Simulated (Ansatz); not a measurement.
Mulliken charges of Cl$_{2}$F$_{2}$H$_{2}$SSi$_{2}$, SMILES `F[Si](F)(Cl)S[SiH2]Cl` from B3LYP/def2-TZVPP in Ansatz (PBE0-D4/def2-TZVP geometry).

```json
{"atom": "F1", "x (Å)": "-1.256", "y (Å)": "0.055", "z (Å)": "-1.440", "charge (e)": "-0.279"}
{"atom": "Si2", "x (Å)": "-1.536", "y (Å)": "0.289", "z (Å)": "0.096", "charge (e)": "0.838"}
{"atom": "F3", "x (Å)": "-1.535", "y (Å)": "1.849", "z (Å)": "0.315", "charge (e)": "-0.272"}
{"atom": "Cl4", "x (Å)": "-3.369", "y (Å)": "-0.408", "z (Å)": "0.558", "charge (e)": "-0.183"}
{"atom": "S5", "x (Å)": "-0.097", "y (Å)": "-0.670", "z (Å)": "1.282", "charge (e)": "-0.274"}
{"atom": "Si6", "x (Å)": "1.621", "y (Å)": "-0.450", "z (Å)": "0.021", "charge (e)": "0.447"}
{"atom": "Cl7", "x (Å)": "2.019", "y (Å)": "1.511", "z (Å)": "-0.390", "charge (e)": "-0.211"}
{"atom": "H8", "x (Å)": "1.427", "y (Å)": "-1.154", "z (Å)": "-1.261", "charge (e)": "-0.028"}
{"atom": "H9", "x (Å)": "2.725", "y (Å)": "-1.021", "z (Å)": "0.819", "charge (e)": "-0.037"}
```

Problem. By hand: the dipole of these point charges (1 e Å = 4.8032 D).

Solution. Σ q r = (0.282, -0.468, 0.040) e Å, of length 0.548 e Å = 2.63 D.

Problem. How does the dipole of the full density compare? (Estimate.)

Solution. The calculation gave: (0.194, -0.301, 0.065) e Å, 1.75 D; the point charges give 1.50 times that, at 6° from its direction.

Point charges leave out the atoms' own dipoles, such as those of lone pairs, and Mulliken's split depends on the basis, so the two needn't agree.

B3LYP here is the variant with VWN-RPA as its local correlation; programs differ in this.
